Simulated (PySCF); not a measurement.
# Ionisation energy along the 11-electron series

Calculated with PySCF 2.14 and a two-component X2C-1e Hamiltonian (Gaussian nucleus, no Breit or QED terms), each ion in its own even-tempered basis scaled to its charge; GMP2 freezes 1s2 and drops the highest virtual spinors. Values in eV. NIST values: (m) measured, (s) semi-empirical, (t) theoretical.

```json
{"ion": "W(63+)", "configuration": "[Ne] 3s1", "GHF (spin-free)": "7136.9", "GMP2 (spin-free)": "7137.7", "GHF (screened spin-orbit)": "7136.2", "GMP2 (screened spin-orbit)": "7137.0", "NIST": "7130 ± 7 (s)"}
{"ion": "Os(65+)", "configuration": "[Ne] 3s1", "GHF (spin-free)": "7613.0", "GMP2 (spin-free)": "7613.8", "GHF (screened spin-orbit)": "7612.2", "GMP2 (screened spin-orbit)": "7613.0", "NIST": "7610 ± 30 (t)"}
```

(1) Fill in the row of Re(64+).

Answers

(1) configuration: [Ne] 3s1; GHF (spin-free): 7372.5; GMP2 (spin-free): 7373.3; GHF (screened spin-orbit): 7371.8; GMP2 (screened spin-orbit): 7372.6; NIST: 7366 ± 24 (t).
